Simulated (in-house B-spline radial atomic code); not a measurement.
Rb: [Ar] (3d3/2)4 (3d5/2)5 4s2 4p6 5s1 (7f7/2)1 (an excited or competing configuration)

All numbers are computed (Dirac-Hartree-Fock, average of the jj configuration; Fermi nucleus of rms radius 4.2036 fm) with a radial B-spline atomic code at the basis-set limit, not measured.

Screening seen three ways: the hydrogenic charge with the same mean radius, Z_r = [3n² - l(l+1)]/(2<r>), the one with the same energy, Z_e = n√(-2ε), and Slater's rules. Values are occupation-weighted means over j. An effective charge above Z reflects the relativistic contraction of the inner shells.

```json
{"shell": "1s", "electrons": "2", "ε (eV)": "-15327", "<r> (bohr)": "0.04028", "Z_r": "37.24", "Z_e": "33.56", "Slater": "36.70"}
{"shell": "2s", "electrons": "2", "ε (eV)": "-2141.3", "<r> (bohr)": "0.177", "Z_r": "33.90", "Z_e": "25.09", "Slater": "32.85"}
{"shell": "2p", "electrons": "6", "ε (eV)": "-1896.6", "<r> (bohr)": "0.1549", "Z_r": "32.27", "Z_e": "23.61", "Slater": "32.85"}
{"shell": "3s", "electrons": "2", "ε (eV)": "-368.2", "<r> (bohr)": "0.5029", "Z_r": "26.84", "Z_e": "15.61", "Slater": "25.75"}
{"shell": "3p", "electrons": "6", "ε (eV)": "-286.49", "<r> (bohr)": "0.5101", "Z_r": "24.51", "Z_e": "13.77", "Slater": "25.75"}
{"shell": "3d", "electrons": "9", "ε (eV)": "-153.69", "<r> (bohr)": "0.5095", "Z_r": "20.61", "Z_e": "10.08", "Slater": "16.20"}
{"shell": "4s", "electrons": "2", "ε (eV)": "-57.087", "<r> (bohr)": "1.394", "Z_r": "17.21", "Z_e": "8.19", "Slater": "10.10"}
{"shell": "4p", "electrons": "6", "ε (eV)": "-34.723", "<r> (bohr)": "1.591", "Z_r": "14.46", "Z_e": "6.39", "Slater": "10.10"}
{"shell": "5s", "electrons": "1", "ε (eV)": "-9.7738", "<r> (bohr)": "4.107", "Z_r": "9.13", "Z_e": "4.24", "Slater": "3.20"}
{"shell": "7f", "electrons": "1", "ε (eV)": "-0.27879", "<r> (bohr)": "67.14", "Z_r": "1.01", "Z_e": "1.00", "Slater": "1.00"}
```

The least bound orbital is 7f7/2 at -0.2788 eV, and it is also the most diffuse (<r> = 67.14 bohr). The part-filled 3d shell lies below the filled 4p shell in orbital energy.

For the 1s electron the small component carries 1.81 % of the norm, the zero-frequency Breit interaction raises the level by 25.82 eV, self-energy by 13.74 eV, and vacuum polarisation lowers it by 1.455 eV.
